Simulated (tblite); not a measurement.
Record of a relaxation.

Compound: C7H14GeO.
Atom-mapped SMILES: `[CH2:1]=[CH:2][CH2:3]/[C:4]([CH3:5])=[C:6](/[CH3:7])[O:8][GeH3:9]` (hydrogens: H10, H11 on C1; H12 on C2; H13, H14 on C3; H15, H16, H17 on C5; H18, H19, H20 on C7; H21, H22, H23 on Ge9)

Computed with GFN2-xTB (tblite), gas phase: L-BFGS steps from a force-field or distance-geometry start until the largest atomic force falls under 0.01 eV/Å. 7 of its 211 geometries are shown.

Step 0: E = -763.9771 eV, largest atomic force 1.848 eV/Å
```
atom  x, y, z in Å  |  force x, y, z in eV/Å
C1      2.612   -1.002    1.155   -1.146  -0.700  -0.737
C2      1.672   -1.553    0.362    1.224   0.149   1.376
C3      1.294   -0.952   -0.943   -0.721  -0.161  -0.821
C4      0.534    0.359   -0.754   -0.894  -0.674   0.461
C5      1.259    1.642   -1.027    0.163   0.581  -0.107
C6     -0.746    0.333   -0.292    1.097  -0.042  -0.280
C7     -1.518    1.615   -0.056   -0.375  -0.073   0.259
O8     -1.312   -0.906    0.017   -0.615   0.741   0.207
Ge9    -2.901   -1.149    0.871    0.044   0.257   0.037
H10     3.097   -0.081    0.868    0.037  -0.161   0.162
H11     2.865   -1.465    2.098    0.080   0.237  -0.138
H12     1.197   -2.484    0.690    0.070   0.450  -0.268
H13     2.194   -0.795   -1.550   -0.128   0.162   0.125
H14     0.652   -1.664   -1.514    0.271   0.417   0.390
H15     2.324    1.474   -1.281   -0.663  -0.038   0.167
H16     1.228    2.307   -0.131   -0.029  -0.370  -0.749
H17     0.793    2.160   -1.897    0.327  -0.152   0.641
H18    -2.601    1.448   -0.233    0.551  -0.001   0.233
H19    -1.371    1.948    1.002   -0.160  -0.209  -0.773
H20    -1.210    2.428   -0.734    0.040  -0.486   0.352
H21    -2.871   -0.401    2.237    0.023  -0.236  -0.544
H22    -4.062   -0.584    0.002    0.419  -0.209   0.275
H23    -3.134   -2.651    1.121    0.384   0.517  -0.268
```

Step 35: E = -764.3105 eV, largest atomic force 0.048 eV/Å
```
atom  x, y, z in Å  |  force x, y, z in eV/Å
C1      2.602   -1.020    1.153   -0.032   0.000  -0.011
C2      1.647   -1.537    0.403   -0.005   0.015  -0.003
C3      1.208   -0.965   -0.919   -0.005   0.016  -0.010
C4      0.510    0.364   -0.731   -0.018  -0.012  -0.012
C5      1.273    1.624   -1.040   -0.022  -0.042   0.010
C6     -0.746    0.398   -0.278    0.007   0.001   0.013
C7     -1.522    1.657   -0.035    0.007   0.002   0.005
O8     -1.375   -0.785    0.016    0.039  -0.017  -0.008
Ge9    -2.865   -1.142    0.841    0.007  -0.021  -0.001
H10     3.148   -0.141    0.855    0.022  -0.010  -0.012
H11     2.874   -1.451    2.102    0.009   0.008   0.007
H12     1.107   -2.410    0.741   -0.004   0.002   0.017
H13     2.074   -0.831   -1.570    0.001   0.014   0.002
H14     0.518   -1.663   -1.396    0.013   0.007  -0.011
H15     2.308    1.391   -1.276   -0.020  -0.006   0.014
H16     1.260    2.306   -0.191    0.010  -0.005  -0.021
H17     0.842    2.142   -1.899    0.005  -0.009   0.021
H18    -2.583    1.469   -0.206   -0.001   0.005  -0.017
H19    -1.395    1.974    1.002    0.001   0.026   0.013
H20    -1.192    2.456   -0.691   -0.001   0.015   0.003
H21    -2.905   -0.452    2.176   -0.020  -0.002  -0.013
H22    -4.055   -0.734    0.008    0.013   0.000   0.014
H23    -2.737   -2.622    0.944   -0.005   0.012  -0.002
```

Step 70: E = -764.3283 eV, largest atomic force 0.128 eV/Å
```
atom  x, y, z in Å  |  force x, y, z in eV/Å
C1      2.707   -1.085    1.091    0.006  -0.031  -0.031
C2      1.600   -1.436    0.464    0.025  -0.015  -0.010
C3      1.213   -0.949   -0.903    0.013   0.050  -0.001
C4      0.493    0.372   -0.745    0.012   0.024   0.069
C5      1.246    1.635   -1.067   -0.014  -0.021   0.028
C6     -0.742    0.395   -0.239   -0.049   0.010  -0.118
C7     -1.527    1.645    0.016    0.015   0.003   0.000
O8     -1.350   -0.795    0.073    0.050   0.006   0.033
Ge9    -2.884   -1.175    0.800   -0.032   0.032   0.002
H10     3.451   -0.449    0.635   -0.042  -0.039  -0.026
H11     2.930   -1.421    2.090   -0.013  -0.012   0.018
H12     0.861   -2.059    0.951    0.072   0.021   0.044
H13     2.097   -0.817   -1.525    0.014   0.004  -0.023
H14     0.544   -1.672   -1.377    0.038   0.010   0.021
H15     2.288    1.416   -1.283   -0.033  -0.044  -0.017
H16     1.219    2.329   -0.229   -0.002   0.012   0.009
H17     0.818    2.139   -1.936    0.008  -0.033   0.006
H18    -2.579    1.471   -0.216    0.022   0.009   0.014
H19    -1.443    1.916    1.070   -0.044   0.021   0.024
H20    -1.158    2.467   -0.587   -0.029   0.021  -0.009
H21    -3.056   -0.462    2.116    0.020  -0.026  -0.033
H22    -4.004   -0.788   -0.131   -0.020  -0.043   0.011
H23    -2.727   -2.651    0.941   -0.016   0.041  -0.010
```

Step 105: E = -764.3786 eV, largest atomic force 0.069 eV/Å
```
atom  x, y, z in Å  |  force x, y, z in eV/Å
C1      3.041   -1.399    0.921    0.003   0.017  -0.012
C2      1.765   -1.220    0.635    0.049  -0.017   0.007
C3      1.227   -0.862   -0.718   -0.002  -0.012  -0.017
C4      0.447    0.429   -0.642    0.008   0.010   0.009
C5      1.172    1.686   -1.033    0.038   0.015   0.004
C6     -0.809    0.444   -0.192   -0.002  -0.013   0.023
C7     -1.640    1.679   -0.019   -0.026  -0.018   0.020
O8     -1.387   -0.742    0.186   -0.015  -0.021   0.005
Ge9    -2.992   -1.192    0.689    0.035  -0.018  -0.030
H10     3.821   -1.294    0.181   -0.064  -0.015  -0.021
H11     3.373   -1.668    1.910   -0.015   0.029   0.014
H12     1.010   -1.322    1.403    0.022  -0.020  -0.010
H13     2.043   -0.770   -1.436   -0.011  -0.013  -0.001
H14     0.561   -1.667   -1.044   -0.025   0.018   0.013
H15     2.213    1.462   -1.246    0.031  -0.002   0.006
H16     1.146    2.422   -0.230   -0.006   0.019  -0.026
H17     0.736    2.133   -1.928   -0.010   0.004   0.037
H18    -2.647    1.500   -0.401    0.015  -0.009  -0.034
H19    -1.725    1.910    1.045    0.002   0.013   0.019
H20    -1.205    2.530   -0.531   -0.030  -0.027  -0.008
H21    -3.395   -0.453    1.934    0.002   0.033   0.016
H22    -3.997   -0.934   -0.403    0.007  -0.001  -0.008
H23    -2.763   -2.644    0.928   -0.007   0.028  -0.007
```

Step 140: E = -764.3923 eV, largest atomic force 0.057 eV/Å
```
atom  x, y, z in Å  |  force x, y, z in eV/Å
C1      3.147   -1.379    0.797   -0.039   0.022  -0.035
C2      1.851   -1.181    0.637    0.021  -0.022   0.027
C3      1.183   -0.892   -0.673    0.013  -0.022  -0.004
C4      0.433    0.415   -0.588   -0.007  -0.020   0.011
C5      1.206    1.659   -0.927   -0.002  -0.006   0.005
C6     -0.832    0.438   -0.163   -0.004   0.006   0.009
C7     -1.683    1.664   -0.031   -0.008   0.024   0.003
O8     -1.418   -0.746    0.212   -0.004  -0.007   0.000
Ge9    -3.051   -1.166    0.643    0.006  -0.016  -0.008
H10     3.827   -1.372   -0.040    0.013   0.025   0.005
H11     3.584   -1.565    1.763   -0.010  -0.022  -0.003
H12     1.181   -1.203    1.487    0.019   0.014  -0.020
H13     1.925   -0.853   -1.474   -0.008   0.009   0.006
H14     0.474   -1.696   -0.892    0.008   0.020   0.027
H15     2.259    1.412   -1.038    0.001   0.016   0.003
H16     1.116    2.407   -0.141    0.000   0.007  -0.011
H17     0.861    2.103   -1.862   -0.014  -0.017   0.001
H18    -2.661    1.473   -0.479    0.005  -0.019  -0.006
H19    -1.837    1.896    1.024    0.011  -0.005   0.013
H20    -1.235    2.521   -0.521    0.037   0.006  -0.012
H21    -3.539   -0.328    1.791   -0.005   0.020   0.018
H22    -3.970   -0.990   -0.537   -0.002  -0.036   0.006
H23    -2.828   -2.590    1.023   -0.033   0.025  -0.035
```

Step 175: E = -764.4029 eV, largest atomic force 0.048 eV/Å
```
atom  x, y, z in Å  |  force x, y, z in eV/Å
C1      3.332   -1.283    0.583   -0.002  -0.009  -0.004
C2      2.021   -1.147    0.649   -0.029   0.009  -0.029
C3      1.136   -0.960   -0.545   -0.005  -0.005  -0.016
C4      0.402    0.357   -0.458    0.005  -0.008  -0.013
C5      1.219    1.576   -0.785    0.016   0.000  -0.006
C6     -0.880    0.416   -0.098    0.012   0.002   0.025
C7     -1.696    1.671   -0.030   -0.005   0.013   0.007
O8     -1.523   -0.740    0.269    0.004  -0.001   0.005
Ge9    -3.201   -1.112    0.544   -0.005  -0.023   0.039
H10     3.849   -1.289   -0.363    0.024   0.006  -0.014
H11     3.947   -1.409    1.457   -0.009   0.003   0.037
H12     1.506   -1.142    1.600    0.028  -0.008  -0.002
H13     1.737   -0.979   -1.458   -0.004  -0.003   0.010
H14     0.409   -1.774   -0.587    0.013   0.035   0.030
H15     2.275    1.325   -0.730    0.016  -0.003  -0.016
H16     1.032    2.390   -0.088   -0.014  -0.020   0.000
H17     1.003    1.932   -1.793    0.008   0.005  -0.015
H18    -2.642    1.507   -0.549   -0.025  -0.011   0.009
H19    -1.915    1.913    1.011   -0.020   0.003   0.019
H20    -1.185    2.509   -0.490    0.020   0.003  -0.010
H21    -3.814   -0.170    1.545    0.008  -0.010  -0.019
H22    -3.967   -1.065   -0.749   -0.021   0.008  -0.022
H23    -3.049   -2.496    1.073   -0.014   0.012  -0.015
```

Step 210: E = -764.4075 eV, largest atomic force 0.009 eV/Å
```
atom  x, y, z in Å  |  force x, y, z in eV/Å
C1      3.360   -1.226    0.560   -0.001   0.003   0.000
C2      2.047   -1.132    0.655   -0.008   0.004  -0.001
C3      1.117   -0.986   -0.510    0.003  -0.007  -0.003
C4      0.394    0.337   -0.437    0.002  -0.003  -0.001
C5      1.217    1.536   -0.819    0.004   0.003  -0.002
C6     -0.878    0.416   -0.043    0.002   0.002   0.000
C7     -1.683    1.678    0.032   -0.001   0.002   0.000
O8     -1.528   -0.730    0.351    0.002   0.001   0.003
Ge9    -3.224   -1.106    0.491   -0.005   0.003  -0.001
H10     3.862   -1.227   -0.395    0.000  -0.001  -0.001
H11     3.991   -1.318    1.428    0.003  -0.001  -0.001
H12     1.564   -1.131    1.623    0.000  -0.002   0.004
H13     1.679   -1.041   -1.445    0.004  -0.004   0.000
H14     0.385   -1.796   -0.487   -0.001   0.004   0.000
H15     2.272    1.279   -0.763    0.005   0.002   0.000
H16     1.039    2.379   -0.156    0.001  -0.001   0.002
H17     0.998    1.849   -1.841   -0.007   0.003  -0.002
H18    -2.635    1.522   -0.482    0.002   0.002   0.001
H19    -1.898    1.918    1.075   -0.002  -0.004   0.003
H20    -1.167    2.512   -0.429    0.001  -0.001  -0.001
H21    -3.897   -0.200    1.485    0.001  -0.002  -0.001
H22    -3.904   -0.991   -0.848    0.000  -0.005   0.000
H23    -3.117   -2.512    0.967   -0.004   0.001   0.000
```

Q: Summarise the path.

A: The energy falls by 0.4303 eV from step 0 to step 210; nine tenths of that is first reached at step 96. It falls at every step. The largest force goes from 1.848 to 0.009 eV/Å. Among the bonds O8–Ge9 changes most, from 1.820 to 1.743 Å; the atoms move by 0.817 Å rms after alignment.

Q: Follow the three bonds and two angles with the largest change from start to end.

A: 
```json
{"step": "0", "E above end (eV)": "0.4303", "largest force (eV/Å)": "1.848", "O8–Ge9 (Å)": "1.820", "Ge9–H21 (Å)": "1.557", "Ge9–H23 (Å)": "1.541", "O8–Ge9–H23 (°)": "109.8", "C6–O8–Ge9 (°)": "125.1"}
{"step": "9", "E above end (eV)": "0.1339", "largest force (eV/Å)": "0.216", "O8–Ge9 (Å)": "1.747", "Ge9–H21 (Å)": "1.497", "Ge9–H23 (Å)": "1.483", "O8–Ge9–H23 (°)": "103.8", "C6–O8–Ge9 (°)": "128.2"}
{"step": "18", "E above end (eV)": "0.1126", "largest force (eV/Å)": "0.074", "O8–Ge9 (Å)": "1.748", "Ge9–H21 (Å)": "1.501", "Ge9–H23 (Å)": "1.486", "O8–Ge9–H23 (°)": "99.6", "C6–O8–Ge9 (°)": "128.8"}
{"step": "27", "E above end (eV)": "0.1021", "largest force (eV/Å)": "0.072", "O8–Ge9 (Å)": "1.743", "Ge9–H21 (Å)": "1.501", "Ge9–H23 (Å)": "1.486", "O8–Ge9–H23 (°)": "99.4", "C6–O8–Ge9 (°)": "130.7"}
{"step": "37", "E above end (eV)": "0.0964", "largest force (eV/Å)": "0.059", "O8–Ge9 (Å)": "1.743", "Ge9–H21 (Å)": "1.502", "Ge9–H23 (Å)": "1.487", "O8–Ge9–H23 (°)": "99.3", "C6–O8–Ge9 (°)": "132.1"}
{"step": "46", "E above end (eV)": "0.0947", "largest force (eV/Å)": "0.034", "O8–Ge9 (Å)": "1.740", "Ge9–H21 (Å)": "1.502", "Ge9–H23 (Å)": "1.488", "O8–Ge9–H23 (°)": "99.6", "C6–O8–Ge9 (°)": "132.7"}
{"step": "55", "E above end (eV)": "0.0924", "largest force (eV/Å)": "0.029", "O8–Ge9 (Å)": "1.739", "Ge9–H21 (Å)": "1.504", "Ge9–H23 (Å)": "1.488", "O8–Ge9–H23 (°)": "99.0", "C6–O8–Ge9 (°)": "133.5"}
{"step": "64", "E above end (eV)": "0.0878", "largest force (eV/Å)": "0.089", "O8–Ge9 (Å)": "1.741", "Ge9–H21 (Å)": "1.503", "Ge9–H23 (Å)": "1.490", "O8–Ge9–H23 (°)": "99.0", "C6–O8–Ge9 (°)": "133.3"}
{"step": "73", "E above end (eV)": "0.0738", "largest force (eV/Å)": "0.171", "O8–Ge9 (Å)": "1.741", "Ge9–H21 (Å)": "1.500", "Ge9–H23 (Å)": "1.493", "O8–Ge9–H23 (°)": "99.8", "C6–O8–Ge9 (°)": "131.2"}
{"step": "82", "E above end (eV)": "0.0610", "largest force (eV/Å)": "0.079", "O8–Ge9 (Å)": "1.742", "Ge9–H21 (Å)": "1.500", "Ge9–H23 (Å)": "1.492", "O8–Ge9–H23 (°)": "99.8", "C6–O8–Ge9 (°)": "131.7"}
{"step": "91", "E above end (eV)": "0.0495", "largest force (eV/Å)": "0.077", "O8–Ge9 (Å)": "1.743", "Ge9–H21 (Å)": "1.506", "Ge9–H23 (Å)": "1.488", "O8–Ge9–H23 (°)": "99.1", "C6–O8–Ge9 (°)": "132.3"}
{"step": "100", "E above end (eV)": "0.0339", "largest force (eV/Å)": "0.192", "O8–Ge9 (Å)": "1.740", "Ge9–H21 (Å)": "1.505", "Ge9–H23 (Å)": "1.488", "O8–Ge9–H23 (°)": "98.7", "C6–O8–Ge9 (°)": "133.6"}
{"step": "110", "E above end (eV)": "0.0253", "largest force (eV/Å)": "0.055", "O8–Ge9 (Å)": "1.740", "Ge9–H21 (Å)": "1.507", "Ge9–H23 (Å)": "1.487", "O8–Ge9–H23 (°)": "99.0", "C6–O8–Ge9 (°)": "133.2"}
{"step": "119", "E above end (eV)": "0.0226", "largest force (eV/Å)": "0.042", "O8–Ge9 (Å)": "1.741", "Ge9–H21 (Å)": "1.505", "Ge9–H23 (Å)": "1.487", "O8–Ge9–H23 (°)": "99.0", "C6–O8–Ge9 (°)": "132.9"}
{"step": "128", "E above end (eV)": "0.0206", "largest force (eV/Å)": "0.036", "O8–Ge9 (Å)": "1.742", "Ge9–H21 (Å)": "1.505", "Ge9–H23 (Å)": "1.488", "O8–Ge9–H23 (°)": "99.2", "C6–O8–Ge9 (°)": "132.2"}
{"step": "137", "E above end (eV)": "0.0178", "largest force (eV/Å)": "0.059", "O8–Ge9 (Å)": "1.741", "Ge9–H21 (Å)": "1.506", "Ge9–H23 (Å)": "1.490", "O8–Ge9–H23 (°)": "99.0", "C6–O8–Ge9 (°)": "132.4"}
{"step": "146", "E above end (eV)": "0.0125", "largest force (eV/Å)": "0.098", "O8–Ge9 (Å)": "1.741", "Ge9–H21 (Å)": "1.509", "Ge9–H23 (Å)": "1.490", "O8–Ge9–H23 (°)": "99.0", "C6–O8–Ge9 (°)": "132.0"}
{"step": "155", "E above end (eV)": "0.0092", "largest force (eV/Å)": "0.042", "O8–Ge9 (Å)": "1.744", "Ge9–H21 (Å)": "1.505", "Ge9–H23 (Å)": "1.488", "O8–Ge9–H23 (°)": "99.4", "C6–O8–Ge9 (°)": "132.3"}
{"step": "164", "E above end (eV)": "0.0070", "largest force (eV/Å)": "0.043", "O8–Ge9 (Å)": "1.742", "Ge9–H21 (Å)": "1.503", "Ge9–H23 (Å)": "1.488", "O8–Ge9–H23 (°)": "99.1", "C6–O8–Ge9 (°)": "132.4"}
{"step": "173", "E above end (eV)": "0.0053", "largest force (eV/Å)": "0.044", "O8–Ge9 (Å)": "1.741", "Ge9–H21 (Å)": "1.505", "Ge9–H23 (Å)": "1.490", "O8–Ge9–H23 (°)": "99.1", "C6–O8–Ge9 (°)": "132.5"}
{"step": "183", "E above end (eV)": "0.0011", "largest force (eV/Å)": "0.042", "O8–Ge9 (Å)": "1.742", "Ge9–H21 (Å)": "1.504", "Ge9–H23 (Å)": "1.488", "O8–Ge9–H23 (°)": "99.1", "C6–O8–Ge9 (°)": "131.6"}
{"step": "192", "E above end (eV)": "0.0007", "largest force (eV/Å)": "0.013", "O8–Ge9 (Å)": "1.743", "Ge9–H21 (Å)": "1.504", "Ge9–H23 (Å)": "1.488", "O8–Ge9–H23 (°)": "99.3", "C6–O8–Ge9 (°)": "131.8"}
{"step": "201", "E above end (eV)": "0.0004", "largest force (eV/Å)": "0.014", "O8–Ge9 (Å)": "1.743", "Ge9–H21 (Å)": "1.505", "Ge9–H23 (Å)": "1.488", "O8–Ge9–H23 (°)": "99.2", "C6–O8–Ge9 (°)": "131.7"}
{"step": "210", "E above end (eV)": "0.0000", "largest force (eV/Å)": "0.009", "O8–Ge9 (Å)": "1.743", "Ge9–H21 (Å)": "1.504", "Ge9–H23 (Å)": "1.488", "O8–Ge9–H23 (°)": "99.2", "C6–O8–Ge9 (°)": "131.5"}
```

The cost below is that of the whole relaxation. The run took 3.4 s of wall time on an Arm Neoverse N1 with one thread, on a shared host.
